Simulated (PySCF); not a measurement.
Continuum solvent and chemical shifts

Cartesian coordinates in Å; atom numbers follow the order of the lines, from 1:
```xyz
21

C     1.9103    0.1955   -1.2930
C     1.8438    0.0486    0.0419
C     0.6351    0.0061    0.8564
P     0.6768   -0.2072    2.5352
Si   -1.1012    0.1911    0.0914
C    -2.4013    0.1049    1.4457
C    -1.4086   -1.2209   -1.1170
C    -1.2313    1.8661   -0.7601
H     2.8755    0.2117   -1.8048
H     1.0210    0.3026   -1.9182
H     2.7904   -0.0530    0.5902
H     2.1073   -0.2990    2.6943
H    -2.3765   -0.8588    1.9770
H    -3.3997    0.2148    0.9911
H    -2.2777    0.9058    2.1903
H    -1.3680   -2.1846   -0.5852
H    -2.4085   -1.1257   -1.5703
H    -0.6683   -1.2569   -1.9292
H    -2.2457    2.0126   -1.1645
H    -0.5159    1.9794   -1.5875
H    -1.0349    2.6724   -0.0360
```

GIAO PBE0/pcSseg-1 in PySCF 2.14.0 with density-fitted response routines on one PBE0-D3(BJ)/def2-SVP conformer, non-relativistic, equivalent nuclei averaged. Solvents enter as an IEF-PCM continuum (chloroform with ε = 4.7, dimethylsulfoxide with ε = 46.8) around the gas-phase geometry. Shifts are referred to TMS computed in the same medium.

Gas phase, δ in ppm: C3 227.2, C2 156.4, C1 123.0, C6/C7/C8 0.8, Si5 -4.3, H11 7.20, H12 7.19, H10 5.41, H9 5.35, H13/H14/H15/H16/H17/H18/H19/H20/H21 0.30. Dipole moment 1.35 D.

Problem. How does each δ change in the continuum?

Solution. 
| atoms | environment | Δδ, chloroform | Δδ, dimethylsulfoxide |
| --- | --- | --- | --- |
| C3 | carbon bonded to C, P, Si | +3.0 | +4.4 |
| C2 | carbon bonded to 2 C, H | +0.1 | 0.0 |
| C1 | carbon bonded to C, 2 H | +3.3 | +5.0 |
| C6/C7/C8 | carbon bonded to Si, 3 H | +0.1 | +0.2 |
| Si5 | silicon bonded to 4 C | +0.2 | +0.3 |
| H11 | hydrogen on a carbon bonded to 2 C | +0.10 | +0.15 |
| H12 | hydrogen on a phosphorus bonded to C | +0.03 | +0.05 |
| H10 | hydrogen on a carbon bonded to C | +0.21 | +0.33 |
| H9 | hydrogen on a carbon bonded to C | +0.24 | +0.36 |
| H13/H14/H15/H16/H17/H18/H19/H20/H21 | hydrogen on a carbon bonded to Si | +0.01 | +0.01 |

Changes are relative to the gas phase. The dipole moment becomes 1.81 D in chloroform, 2.05 D in dimethylsulfoxide.

Problem. Which nuclei move most (in ppm), and what does the model miss?

Solution. C1 (carbon bonded to C, 2 H, +5.0 ppm) in dimethylsulfoxide. A continuum only polarises the solute; specific hydrogen bonds, the anisotropy of aromatic solvents and changes of geometry or conformer are outside it.
